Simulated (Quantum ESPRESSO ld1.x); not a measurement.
Results of a calculation; reference values are marked as such.
All-electron atom: Os III in [Xe] 4f14 5d5 6p1 (not the ground configuration). Code: ld1.x of Quantum ESPRESSO 7.5. Model: scalar-relativistic Kohn-Sham, LDA (Slater exchange, Perdew-Zunger correlation), spin-unpolarised, spherical densities, point nucleus.

Normalised radial functions P(r) = r R(r), r in bohr:

```
   r/bohr * 4f, o 6s (the largest magnitude, 1.36, reaches the edge; | marks zero, & curves that meet)
0.0007749                             &
 0.001076                             *o
 0.001481                             *o
 0.002057                             *o
 0.002832                             *o
 0.003932                             *o
 0.005458                             *o
 0.007516                             * o
  0.01043                             *o
  0.01437                             *o
  0.01995                             &
  0.02747                            o*
  0.03813                           o *
  0.05251                           o |*
   0.0729                            o| *
   0.1004                             | o *
   0.1394                             |  o    *
   0.1919                             | o            *
   0.2664                          o  |                     *
   0.3698                        o    |                          *
   0.5093                             |o                        *
    0.707                             |      o           *
   0.9736                             |    o     *
    1.352                         o   |    *
    1.861                o            | *
    2.584               o             *
    3.558                    o        *
     4.94                          o  *
    6.802                             &
    9.443                             &
       13                             &
    18.05                             &
```

4f: eigenvalue -74.502 eV, 0 radial nodes, <r> = 0.556 bohr, 90 % of the charge inside 0.908 bohr. 6s (empty): eigenvalue -23.380 eV, 5 radial nodes at r = 0.0210, 0.0839, 0.217, 0.495, 1.19 bohr, <r> = 2.54 bohr, 90 % of the charge inside 3.65 bohr.
